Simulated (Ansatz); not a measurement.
Isomers of Rb4⁻ (doublet), relaxed with PBE/def2-TZVPD; total energies from Ansatz at PBE0/def2-TZVPD.

| isomer | description | energy (Eh) |
| --- | --- | --- |
| A | point group D2h; 5 × Rb–Rb 4.80 to 4.97 Å | -96.40029 |
| B | point group C2v; 5 × Rb–Rb 4.77 to 4.99 Å | -96.39978 |

In the def2 sets Rb takes a core potential; there is no spin–orbit coupling.

The isomers come from a short search, and lower ones may exist.

Work out the relative energies (1 Eh = 2625.5 kJ/mol) and the Boltzmann populations at 298 K from electronic energies alone (R = 8.314 J/mol/K).

ΔE: A 0.0, B 1.3 kJ/mol. RT = 2.48 kJ/mol. Factors exp(−ΔE/RT): A 1, B 0.592; sum 1.592. Populations: A 62.8 %, B 37.2 %. Zero-point energy, vibrational entropy and symmetry numbers are left out and can shift these; an error of 4 kJ/mol changes a ratio by a factor of 5.0. Over the other density-functional and correlated levels in def2 sets, the gap between A and B ranges from 1 to 1 kJ/mol.
